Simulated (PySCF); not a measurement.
**Exercise with solution: entropy of an ideal gas**

BFH₂OS, SMILES OB(F)S.

The structure is a stationary point at B3LYP-D3(BJ)/def2-SVP. Other conformers were not sampled.

PySCF with B3LYP-D3(BJ)/def2-SVP gives the harmonic wavenumbers 302, 346, 402, 479, 606, 657, 826, 990, 1281, 1442, 2689, 3830 cm⁻¹ and the rotational temperatures 0.4811, 0.2156, 0.1489 K. The molar mass is 79.88 g/mol, the symmetry number 1, the spin multiplicity 1.

Task: Work out the entropy at 298.15 K and 1 atm in the rigid-rotor, harmonic-oscillator model.

Result: 
Translation (Sackur–Tetrode at 1 atm): S = R[1.5 ln M + 2.5 ln T − 1.16487] = 163.4 J/(mol K).
Rotation: q = (√π/σ) T^1.5/√(θA θB θC) = 73400, S = R[ln q + 3/2] = 105.6 J/(mol K).
Vibration: with u = 1.4388 ν/T, each mode gives R[u/(e^u − 1) − ln(1 − e^−u)]:
```
ν (cm⁻¹)  modes     u  S (J/(mol K))
--------  -----  ----  -------------
302           1  1.46           5.88
346           1  1.67           4.96
402           1  1.94           4.00
479           1  2.31           2.98
606           1  2.92           1.84
657           1  3.17           1.51
826           1  3.99           0.78
990           1  4.78           0.41
1281          1  6.18           0.12
1442          1  6.96           0.06
```
The stiffer modes add less than 0.005 each. Sum 22.5 J/(mol K).
Spin: R ln 1 = 0.0 J/(mol K).
Total 291.5 J/(mol K); the program's own thermochemistry gives 291.5. Translation makes up 56 % and vibration 8 %. Anharmonicity, hindered rotation and orbital degeneracy are left out.
